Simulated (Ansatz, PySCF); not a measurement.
System: C3H6F, net charge 0, doublet state. It need not be the lowest isomer of its formula. 
Coordinates optimised at B3LYP-D3(BJ)/def2-TZVP (Ansatz, a first-principles code):
```
C
H 1 1.0955
H 1 1.1019 2 105.58
C 1 1.4845 2 110.78 3 -119.84
H 4 1.0805 1 120.77 2 33.17
H 4 1.0807 5 118.38 1 -170.75
C 1 1.5172 2 108.04 3 114.90
H 7 1.0921 1 111.28 2 -56.14
H 7 1.0922 8 109.57 1 -123.69
F 7 1.3990 8 107.25 9 -115.98
```
Charge 0, spin multiplicity 2.

Dipole moments at this geometry, in debye (magnitudes).

```json
[
 {"level": "SVWN5/def2-TZVPD", "program": "Ansatz", "dipole (D)": "1.89"},
 {"level": "BLYP/def2-TZVPD", "program": "Ansatz", "dipole (D)": "1.85"},
 {"level": "revPBE/def2-TZVPD", "program": "Ansatz", "dipole (D)": "[?]"},
 {"level": "r2SCAN/def2-TZVPD", "program": "PySCF", "dipole (D)": "1.87"},
 {"level": "TPSSh/def2-TZVPD", "program": "PySCF", "dipole (D)": "1.88"},
 {"level": "M06-2X/def2-TZVPD", "program": "PySCF", "dipole (D)": "1.95"},
 {"level": "HSE06/def2-TZVPD", "program": "Ansatz", "dipole (D)": "1.90"},
 {"level": "wB97M-V/def2-TZVPD", "program": "Ansatz", "dipole (D)": "1.92"},
 {"level": "CCSD(T)/aug-cc-pVDZ", "program": "Ansatz", "dipole (D)": "[?]"}
]
```

Q: Fill in the missing entries.

A: 
- revPBE/def2-TZVPD, dipole (D): 1.80
- CCSD(T)/aug-cc-pVDZ, dipole (D): 1.91
